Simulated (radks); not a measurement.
Removal energies from the gold ion Au5+, [Xe] 4f14 5d6, by Delta-SCF beside the eigenvalue of the level emptied. Calculated with a radial shooting solver on a logarithmic mesh with Libxc functionals: scalar-relativistic Kohn-Sham, BLYP, spin-polarised, spherical densities, finite nucleus; Fermi nuclear charge, rms radius of each element as measured or else 0.836 A^(1/3) + 0.57 fm. Open shells are filled with parallel spins first.

| removed from | final configuration | Delta-SCF (eV) | -eigenvalue (eV) |
|---|---|---|---|
| 5d | [Xe] 4f14 5d5 | 75.901 | 68.265 |
| 5p | [Kr] 4d10 4f14 5s2 5p5 5d6 | 134.85 | 125.83 |
| 4f | [Xe] 4f13 5d6 | 166.08 | 150.84 |
| 5s | [Kr] 4d10 4f14 5s1 5p6 5d6 | 185.65 | 175.81 |
